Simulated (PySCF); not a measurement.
Br2H2O2Si.

```xyz
7

O     -0.0773     1.3786     1.5867
Si     0.0000     0.0000     0.6888
O      0.0773    -1.3786     1.5867
Br    -1.8345     0.0060    -0.5579
Br     1.8345    -0.0060    -0.5579
H      0.7423     1.6648     2.0109
H     -0.7423    -1.6648     2.0109
```

The structure is a stationary point at B3LYP-D3(BJ)/def2-SVP. One conformer was computed; it need not be the lowest.

Level of theory: KT2/pcSseg-1 in PySCF. Non-relativistic, no solvent.

Computed absolute GIAO shielding of each atom: isotropic value and principal components (ppm):
| atom | σ(iso) | σ11 | σ22 | σ33 | span |
|---|---|---|---|---|---|
| O1 | 209.6 | 170.5 | 190.3 | 268.0 | 97.5 |
| Si2 | 364.9 | 351.1 | 368.1 | 375.3 | 24.2 |
| O3 | 209.6 | 170.5 | 190.3 | 268.0 | 97.5 |
| Br4 | 2371.3 | 2090.1 | 2121.9 | 2901.8 | 811.8 |
| Br5 | 2371.3 | 2090.1 | 2121.9 | 2901.8 | 811.8 |
| H6 | 28.3 | 21.0 | 23.8 | 40.2 | 19.2 |
| H7 | 28.3 | 21.0 | 23.8 | 40.2 | 19.2 |
